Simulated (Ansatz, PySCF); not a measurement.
Process, species as SMILES: ClC(Cl)Cl [chloroform] -> Cl[CH]Cl + Cl atom (the C-Cl bond at the site shown breaks; other sites are not compared here)
Geometries: B3LYP-D3(BJ)/def2-TZVP minima from Ansatz (a quantum-chemistry and plane-wave program).

Property: bond dissociation energy (enthalpy at 298 K, with B3LYP-D3(BJ) rigid-rotor harmonic-oscillator terms from PySCF), in kJ/mol. Cores are frozen in the correlated levels unless marked. UHF or UKS for open shells. Spin-orbit coupling is left out. Non-relativistic. Basis-set limits of correlation are two-point, X^-3; Hartree-Fock from the larger set. [CCSD(T)-MP2]/basis is that difference in the basis named.

```csv
level,program,bond dissociation energy (kJ/mol),minus last row
revPBE/def2-TZVPD,Ansatz,286.3,-29.7
PBE0/def2-SVP,Ansatz,295.9,-20.1
PBE0-D3(BJ)/def2-TZVPD,Ansatz + dftd3,303.7,-12.3
CAM-B3LYP/def2-TZVPD,Ansatz,283.9,-32.1
PBE-QIDH/def2-TZVPD,Ansatz,307.1,-8.9
CCSD(T)/6-31G,Ansatz,223.5,-92.5
"RI-MP2/CBS(aug-cc-pV(T+d)Z,aug-cc-pV(Q+d)Z)+[CCSD(T)-MP2]/aug-cc-pV(T+d)Z",Ansatz,316.0,0.0
```
